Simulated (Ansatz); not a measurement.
Ansatz (a quantum-chemistry and plane-wave program) input (RPA@PBE/cc-pVTZ):

Ansatz 0.2 input:
```yaml
crystal:
  periodic: [false, false, false]
  atoms:
    - {symbol: C, position_ang: [3.03356566, 0.71320061, -0.11982009]}
    - {symbol: C, position_ang: [2.00828865, -0.33271261, 0.33359930]}
    - {symbol: C, position_ang: [0.64032362, 0.25274377, 0.51238167]}
    - {symbol: C, position_ang: [-0.47388380, -0.01171371, -0.17337540]}
    - {symbol: C, position_ang: [-0.56003100, -1.00341549, -1.30085203]}
    - {symbol: C, position_ang: [-1.76356832, 0.69655719, 0.16261474]}
    - {symbol: C, position_ang: [-2.86071932, -0.23391304, 0.69254179]}
    - {symbol: H, position_ang: [4.03398493, 0.28155499, -0.19102678]}
    - {symbol: H, position_ang: [3.07752925, 1.54824001, 0.58298325]}
    - {symbol: H, position_ang: [2.76554838, 1.11838873, -1.09735132]}
    - {symbol: H, position_ang: [2.33813594, -0.75715488, 1.28848176]}
    - {symbol: H, position_ang: [1.99321631, -1.16073429, -0.37579286]}
    - {symbol: H, position_ang: [0.57291241, 1.00457346, 1.29647777]}
    - {symbol: H, position_ang: [-1.16199058, -1.87178906, -1.01925490]}
    - {symbol: H, position_ang: [0.41413952, -1.36679313, -1.61971147]}
    - {symbol: H, position_ang: [-1.05122678, -0.55047675, -2.16722678]}
    - {symbol: H, position_ang: [-1.56288942, 1.47422585, 0.90253349]}
    - {symbol: H, position_ang: [-2.13714497, 1.20473963, -0.73433519]}
    - {symbol: H, position_ang: [-3.14629054, -0.98411949, -0.04641151]}
    - {symbol: H, position_ang: [-3.75757099, 0.33278748, 0.94941289]}
    - {symbol: H, position_ang: [-2.52220639, -0.75792310, 1.58868203]}
basis:
  gaussian:
    orbitals: cc-pVTZ
hamiltonian:
  xc: pbe
magnetization: {spin_polarized: false}
correlation: {method: rpa, electrons: outside_noble_gas}
```

End of the output:

```
integrals: 1.95 GiB planned
2273 factors; integrals over basis functions are off by at most 1.1e-3 eV
0.48 GiB of the device are held for the grids
2.57 GiB of device memory are held for the factors and their scratch space
mean field: 3.86 GiB planned
mean field evaluation 1: about -7454.8040 eV, gradient 1.0e2 eV
mean field evaluation 2: about -7454.7829 eV, gradient 1.0e2 eV
mean field evaluation 4: about -7478.5903 eV, gradient 1.7e1 eV
mean field evaluation 8: about -7479.3158 eV, gradient 2.7e-1 eV
mean field evaluation 16: about -7479.3138 eV, gradient 5.1e-4 eV
mean field -7479.31377459 eV, -274.8597115551 hartree, gradient 5.0e-6 eV, S^2 0.000000; 0 other end points of the search recorded, 0 dependent functions left out
7 core orbitals not correlated
reference -7435.35913784 eV, -273.2444084482 hartree; 21, 21 occupied and 378, 378 virtual orbitals, 2273 factors
Total energy: -7490.81957390 eV, -275.2825418808 hartree
```
